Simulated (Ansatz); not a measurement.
C4H8Si can be A, `C=CC(=C)[SiH3]`, or B, `CC=C=C[SiH3]`.

Calculated with Ansatz (gas phase, PBE0-D4/def2-TZVP geometries, no zero-point term in ΔE). CBS: MP2 limit from def2 TZ/QZ plus the TZ coupled-cluster correction, frozen cores. DFT in def2-TZVPP. B3LYP here is the variant with VWN-RPA as its local correlation; programs differ in this. Each species was taken in one conformer, which may not be the lowest.

A:

Z-matrix (Å, degrees):
```
Si
C 1 1.874
H 1 1.488 2 111.2
H 1 1.485 2 108.1 3 120.0
H 1 1.488 2 111.2 3 -120.0
C 2 1.458 1 120.9 3 60.2
C 2 1.339 1 119.0 3 -119.7
C 6 1.332 2 125.3 1 0.1
H 6 1.090 2 115.8 1 -179.9
H 7 1.088 2 121.3 1 180.0
H 7 1.084 2 122.2 1 -0.0
H 8 1.083 6 121.4 2 180.0
H 8 1.086 6 122.1 2 0.0
```

B:

```xyz
13

C    -1.670    0.504   -1.655
C    -1.169    0.875   -0.293
C     0.040    0.656    0.136
C     1.239    0.393    0.574
Si    1.623   -1.211    1.435
H    -2.011    1.390   -2.199
H    -0.892    0.018   -2.243
H    -2.523   -0.177   -1.581
H    -1.864    1.367    0.384
H     2.026    1.133    0.429
H     2.683   -1.955    0.702
H     0.391   -2.036    1.498
H     2.126   -0.958    2.813
```

Question: Which isomer does CCSD(T)/CBS put lower? Give the gap. (Best estimate.)

Answer: Ansatz gave: A, by 9.3 kcal/mol.

Question: Give E(B) − E(A) in kcal/mol with PBE0-D4, BLYP-D4, r2SCAN-D4, LDA (SPW92), B3LYP-D4, B2PLYP, MP2/def2-TZVPP. (An estimate is asked.)

Answer: The calculation gave: PBE0-D4 6.8, BLYP-D4 7.4, r2SCAN-D4 6.5, LDA (SPW92) 6.3, B3LYP-D4 7.5, B2PLYP 7.2, MP2/def2-TZVPP 8.9. None reverses the order clearly.

Question: Does the order hold for the free energy at 298.15 K (harmonic terms from PBE0-D4)? (An estimate is asked.)

Answer: Ansatz gave: Yes: G(B) − G(A) = +8.0 kcal/mol, for one conformer each.

Largest T1 diagnostic: 0.012.

In def2-TZVPP, CCSD(T) changes the Hartree–Fock value by +1.5 kcal/mol (the triples alone add +0.6 kcal/mol) and MP2 by +1.2 kcal/mol. Leaving LDA and LC-ωPBE aside and taking each functional with its dispersion term where it has one, the values, not all of them listed here, spread over 1.9 kcal/mol, from PBE-D4 to BHLYP-D4. LDA lies +0.9 kcal/mol from PBE without D4.
